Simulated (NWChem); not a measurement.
System: diboron tetrachloride (B2Cl4); SMILES ClB(Cl)B(Cl)Cl

```xyz
6

Cl    -1.0992     1.7323     1.0476
B      0.0000     0.8464     0.0000
Cl     1.0992     1.7323    -1.0476
B      0.0000    -0.8464     0.0000
Cl    -1.0992    -1.7323    -1.0476
Cl     1.0992    -1.7323     1.0476
```
Atoms are numbered in this order, from 1.

Program: NWChem. Medium grid unless said otherwise, to which SCAN and Minnesota functionals are sensitive. Geometry: optimised at B3LYP/6-31G* (spherical d). Total energies of different functionals are on different scales.

```
level                                             energy (Ha)  highest occupied level (eV)  orbital gap (eV)
------------------------------------------------  -----------  ---------------------------  ----------------
B3LYP/def2-SVP                                     -1890.1017                        -8.05              6.12
PBE/def2-SVP                                       -1889.2145                        -6.93              4.24
CAM-B3LYP/def2-SVP                                 -1890.0572                            …                 …
r2SCAN/def2-SVP                                    -1889.9034                        -7.39              4.84
MPW1K/def2-SVP                                     -1890.1232                        -9.48              8.17
MN15-L/def2-SVP                                    -1889.7503                        -7.62              5.23
BLYP/def2-SVP                                      -1889.9980                        -6.71              4.32
B97-2/def2-SVP                                     -1890.1780                        -8.19              6.28
LC-BLYP (range parameter 0.33 per bohr)/def2-SVP   -1888.9402                       -10.50             10.81
```

### Question
Some entries are withheld; supply them.

### Answer

- CAM-B3LYP/def2-SVP, highest occupied level (eV): -9.66
- CAM-B3LYP/def2-SVP, orbital gap (eV): 9.05
